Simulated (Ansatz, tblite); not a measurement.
Removing an electron: SiHI3. Total charge 0; singlet. Geometry: r2SCAN-D4/def2-SVP. Ansatz, gas phase; energy differences of separate SCF runs; the oxidised species was run as a doublet alone.

Cartesian coordinates in Å:
```
Si -0.130 0.027 0.087
H -1.343 0.280 0.903
I -0.738 -1.499 -1.726
I 1.563 -0.978 1.539
I 0.648 2.169 -0.803
```

In the def2 sets I takes a core potential; there is no spin–orbit coupling. The xTB rows come from tblite. Correlated methods freeze 17 core orbitals; core or outer-core shells of I are correlated, in sets that lack core-valence functions. The rows differ in basis, and correlated rows in double-zeta sets carry the largest basis error. In CCSD on the charge 1 doublet the largest single amplitude is 0.42, so its Hartree–Fock determinant may place the open shell otherwise than the density functionals do.

**Question.** Estimate orbital energies and vertical ionisation energies at: GFN1-xTB; GFN2-xTB; PBE-D4/def2-TZVP; r2SCAN-D4/def2-TZVP; PBE0-D4/def2-TZVP; CCSD/def2-SVP; CCSD(T)/def2-SVP.

**Answer.** 
```json
{"level": "GFN1-xTB", "−HOMO (eV)": "10.89", "vertical IE (eV)": "13.96", "−LUMO (eV)": "5.19", "HOMO–LUMO gap (eV)": "5.71", "remarks": "–"}
{"level": "GFN2-xTB", "−HOMO (eV)": "11.97", "vertical IE (eV)": "14.56", "−LUMO (eV)": "6.99", "HOMO–LUMO gap (eV)": "4.98", "remarks": "–"}
{"level": "PBE-D4/def2-TZVP", "−HOMO (eV)": "6.55", "vertical IE (eV)": "8.92", "−LUMO (eV)": "2.93", "HOMO–LUMO gap (eV)": "3.61", "remarks": "–"}
{"level": "r2SCAN-D4/def2-TZVP", "−HOMO (eV)": "6.85", "vertical IE (eV)": "9.16", "−LUMO (eV)": "2.75", "HOMO–LUMO gap (eV)": "4.10", "remarks": "–"}
{"level": "PBE0-D4/def2-TZVP", "−HOMO (eV)": "7.66", "vertical IE (eV)": "9.35", "−LUMO (eV)": "2.19", "HOMO–LUMO gap (eV)": "5.48", "remarks": "–"}
{"level": "CCSD/def2-SVP", "−HOMO (eV)": "–", "vertical IE (eV)": "9.58", "−LUMO (eV)": "–", "HOMO–LUMO gap (eV)": "–", "remarks": "large T1 (0.050) (+1 doublet)"}
{"level": "CCSD(T)/def2-SVP", "−HOMO (eV)": "–", "vertical IE (eV)": "9.47", "−LUMO (eV)": "–", "HOMO–LUMO gap (eV)": "–", "remarks": "large T1 (0.050) (+1 doublet)"}
```

Run but left out: HF/def2-SVP, MP2/def2-SVP (charge +1 doublet: a determinant that CCSD turns far, T1 0.050).  Raw xTB energy differences between charge states are shifted by several eV; the methods need an empirical correction for them.
